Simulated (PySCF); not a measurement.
Coordinates in bohr (charge 0 multiplicity 1):
```
In    0.0000    0.0000    0.0000
F     3.6258    0.0000    0.0000
F    -1.8129    3.1400    0.0000
F    -1.8129   -3.1400    0.0000
```

Method: PBE0/[In def2-TZVP with ECP28, F def2-TZVP], scalar-relativistic core potentials, density fitting, no spin–orbit coupling, PySCF.

This geometry of InF₃ is a stationary point at this level.

**Question.** What is the point group?

**Answer.** D3h.

**Question.** Is it a minimum?

**Answer.** Yes: all harmonic wavenumbers are real.

**Question.** Give the atomic charges and bond orders.

**Answer.** 
```
  atom  Mulliken  Löwdin  polar tensor  Mayer order to In1
   In1      1.32    0.67          1.96                   –
F2,3,4     -0.44   -0.22         -0.65                0.90
```

**Question.** Give the ideal-gas entropy at 298.15 K and 1 bar by parts.

**Answer.** translation 173.0, rotation 94.5, vibration 41.8, spin 0.0; total 309.3 J/(mol K).

**Question.** What is the atomisation energy, with and without zero-point energy?

**Answer.** 1177 kJ/mol without, 1163 kJ/mol with.
